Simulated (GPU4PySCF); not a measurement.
GPU4PySCF job for azobenzene (C12H10N2), SMILES c1cc(ccc1)/N=N/c1ccccc1, B3LYP-D3(BJ)/def2-TZVP. Geometry: B3LYP-D3(BJ)/def2-TZVP. Other conformers were not sampled.

```python
import numpy as np
import cupy as cp
from pyscf import gto, lo
from gpu4pyscf import dft
from gpu4pyscf.properties import polarizability, raman as raman_tools
from pyscf.hessian import thermo

mol = gto.M(
    atom='''
    C     0.19935489    4.51916355    0.00000000
    C     1.29752887    3.65892728    0.00000000
    C     1.11418048    2.28747923   -0.00000000
    C    -0.18383976    1.76468573   -0.00000000
    N    -0.49148442    0.38417481    0.00000000
    N     0.49148442   -0.38417481   -0.00000000
    C     0.18383976   -1.76468573    0.00000000
    C    -1.11418048   -2.28747923    0.00000000
    C    -1.29752887   -3.65892728   -0.00000000
    C    -0.19935489   -4.51916355   -0.00000000
    C     1.08951649   -4.00037386    0.00000000
    C     1.28091050   -2.62552224    0.00000000
    C    -1.28091050    2.62552224   -0.00000000
    C    -1.08951649    4.00037386   -0.00000000
    H     0.35262607    5.59057487    0.00000000
    H     2.30022051    4.06694780   -0.00000000
    H     1.95354719    1.60768622   -0.00000001
    H    -1.95354719   -1.60768622    0.00000001
    H    -2.30022051   -4.06694780    0.00000000
    H    -0.35262607   -5.59057487   -0.00000000
    H     1.94333536   -4.66510270    0.00000000
    H     2.27290741   -2.19390555   -0.00000000
    H    -2.27290741    2.19390555    0.00000000
    H    -1.94333536    4.66510270   -0.00000000
    ''',
    basis='def2-TZVP',
    charge=0,
    spin=0,
    max_memory=12000,
    verbose=3,
)
mf = dft.RKS(mol, xc='b3lyp').density_fit(auxbasis='def2-universal-jkfit')
mf.disp = 'd3bj'
mf.grids.atom_grid = (99, 590)
mf.conv_tol = 1e-11
mf.max_cycle = 100
mf.kernel()
e0, conv0, cyc0 = mf.e_tot, mf.converged, mf.cycles
h, atoms = mf.Hessian(), range(mol.natm)
h1 = h.make_h1(mf.mo_coeff, mf.mo_occ, None, atoms)
mo1, mo_e1 = h.solve_mo1(mf.mo_energy, mf.mo_coeff, mf.mo_occ, h1, h.gen_vind(mf.mo_coeff, mf.mo_occ), atoms)
hess = h.hess_elec(mf.mo_energy, mf.mo_coeff, mf.mo_occ, mo1, mo_e1, h1, atoms).get() + h.hess_nuc(mol)
if mf.do_disp():
    hess += h.get_dispersion()
for i in atoms:  # the response of the grid is left out: restore translational invariance
    hess[i, i] -= hess[i].sum(axis=0)
hess = (hess + hess.transpose(1, 0, 3, 2)) / 2
vib = thermo.harmonic_analysis(mol, hess, imaginary_freq=False)
th = thermo.thermo(mf, vib['freq_au'][vib['freq_au'] > 0], 298.15, 101325)
thermo.dump_thermo(mol, th)
g0 = cp.asnumpy(mf.nuc_grad_method().set(verbose=0).kernel())

# dipole derivatives [dipole axis, atom, xyz] from the same response (mo1 is in the orbital basis)
r, irp = mol.intor('int1e_r'), mol.intor('int1e_irp').reshape(3, 3, mol.nao, mol.nao)
dm0, c = mf.make_rdm1().get(), mf.mo_coeff.get()
dmu = np.einsum('a,xt->xat', mol.atom_charges(), np.eye(3)) - 4 * np.einsum('atpi,xpi->xat', cp.asnumpy(cp.asarray(mo1)), c.T @ r @ c[:, mf.mo_occ.get() > 0], optimize=True)
for a, (_, _, p0, p1) in enumerate(mol.aoslice_by_atom()):
    dmu[:, a] += 2 * np.einsum('xtij,ij->xt', irp[:, :, :, p0:p1], dm0[:, p0:p1])
L, ok = vib['norm_mode'], []
ir = 974.8801 * (np.einsum('xat,kat->kx', dmu, L) ** 2).sum(1)       # km/mol
apt = np.einsum('xax->a', dmu) / 3

# polarisability derivatives from nuclear gradients in small electric fields
alpha = polarizability.eval_polarizability(mf)
mf.verbose, mf.conv_tol, mf.conv_tol_grad = 0, 1e-10, 3e-7
da = raman_tools.polarizability_derivative_numerical_dEdE(mf, dE=0.004).get().transpose(2, 3, 0, 1)
aq = np.einsum('xyat,kat->kxy', da, L) * 0.529177210903**2           # A^2/amu^1/2
a = np.einsum('kxx->k', aq) / 3
g2 = 1.5 * (aq**2).sum((1, 2)) - 4.5 * a**2
raman, depol = 45 * a**2 + 7 * g2, 3 * g2 / (45 * a**2 + 4 * g2 + 1e-12)
print('mode   freq/cm-1   IR/(km/mol)   Raman/(A^4/amu)   depolarisation')
for k, w in enumerate(vib['freq_wavenumber']):
    print(f'{k + 1:4d} {w:11.2f} {ir[k]:13.3f} {raman[k]:17.3f} {depol[k]:16.3f}')
print('max |gradient| / (hartree/bohr):', abs(g0).max())
print('APT charges:', apt.round(4))
```

Log of the run:

```
converged SCF energy = -573.020244034795

WARN: DFTD3 does not support analytical Hessian, using finite difference


WARN: Mole.unit (angstrom) is changed to Bohr

temperature 298.1500 [K]
pressure 101325.00 [Pa]
Rotational constants [GHz] 2.75613 0.29348 0.26524
Symmetry number 2
Zero-point energy (ZPE) 0.19035 [Eh]   499774.328 [J/mol]
                           tot       elec      trans        rot        vib
Entropy [J/mol/K]       438.307      0.000    173.664    126.798    137.845
Cv [J/mol/K]            179.201      0.000     12.472     12.472    154.258
Cp [J/mol/K]            187.516      0.000     20.786     12.472    154.258
Internal energy [J/mol]                      3718.434   3718.434 520898.799
Internal energy [Eh]   -572.81901  -573.02024
Enthalpy [J/mol]                             6197.391   3718.434 520898.799
Enthalpy [Eh]          -572.81807
Gibbs free energy [J/mol]                  -45580.548 -34086.368 479800.218
Gibbs free energy [Eh] -572.86784
mode   freq/cm-1   IR/(km/mol)   Raman/(A^4/amu)   depolarisation
   1       21.27         0.042             0.000            0.539
   2       62.05         1.421             0.000            0.745
   3       86.03         2.026             0.000            0.714
   4       95.61         0.000             2.099            0.750
   5      226.02         0.000             0.687            0.535
   6      252.29         0.000             3.409            0.750
   7      307.80         0.649             0.000            0.658
   8      309.33         0.000             1.103            0.684
   9      418.24         0.008             0.000            0.511
  10      421.34         0.000             0.002            0.750
  11      489.97         0.000             0.190            0.750
  12      531.50        25.520             0.000            0.383
  13      551.86         5.817             0.000            0.316
  14      560.00        15.938             0.000            0.261
  15      630.05         0.000            23.557            0.635
  16      635.85         0.508             0.000            0.495
  17      688.83         0.000             7.702            0.618
  18      699.15         0.000             0.357            0.750
  19      704.34        87.597             0.000            0.303
  20      781.75         0.000             3.033            0.750
  21      801.91        60.682             0.000            0.717
  22      843.54         0.505             0.000            0.726
  23      857.97         0.046             0.000            0.143
  24      859.41         0.000             0.140            0.750
  25      941.56         0.000            12.734            0.707
  26      948.91         0.000             0.007            0.750
  27      954.27         7.888             0.000            0.428
  28      976.88         0.072             0.000            0.750
  29      977.61         0.000             1.059            0.750
  30      994.15         0.000             1.339            0.750
  31      994.21         1.436             0.000            0.750
  32     1023.51         0.000           352.348            0.185
  33     1023.65         2.048             0.001            0.181
  34     1044.22        13.748             0.000            0.039
  35     1044.35         0.000            15.923            0.044
  36     1099.80         0.000            13.473            0.191
  37     1103.31        12.887             0.000            0.194
  38     1164.44         0.000          2413.151            0.301
  39     1178.21        29.425             0.000            0.680
  40     1184.02         0.267             0.000            0.572
  41     1184.15         0.000            43.812            0.624
  42     1210.96         0.000           798.228            0.330
  43     1258.94        20.156             0.000            0.664
  44     1338.54         3.631             0.000            0.746
  45     1346.49         0.000           302.786            0.332
  46     1353.23         0.000            43.269            0.727
  47     1353.46         6.081             0.000            0.720
  48     1483.32         0.000          1921.587            0.351
  49     1490.62        11.677             0.000            0.313
  50     1509.53         0.000          1072.660            0.348
  51     1523.06        11.544             0.000            0.558
  52     1553.69         0.000          2962.248            0.353
  53     1624.53         4.599             0.000            0.374
  54     1630.21         0.000            15.474            0.243
  55     1640.94         3.216             0.000            0.646
  56     1646.88         0.000           413.248            0.437
  57     3170.88         2.648             0.000            0.583
  58     3170.94         0.000            81.275            0.598
  59     3180.99        17.491             7.910            0.718
  60     3180.99         0.496           279.067            0.718
  61     3191.10        33.573             0.041            0.335
  62     3191.16         0.004           349.584            0.335
  63     3200.40        30.987             0.007            0.117
  64     3200.59         0.000           480.339            0.117
  65     3215.42         0.000           118.529            0.146
  66     3215.53         8.713             0.000            0.211
max |gradient| / (hartree/bohr): 3.780354399594301e-06
APT charges: [-0.0365 -0.0869 -0.0484 -0.0204  0.0304  0.0304 -0.0204 -0.0484 -0.0869
 -0.0365 -0.0414 -0.0205 -0.0205 -0.0414  0.0323  0.022   0.0803  0.0803
  0.022   0.0323  0.0273  0.0616  0.0616  0.0273]
```

The run converged.
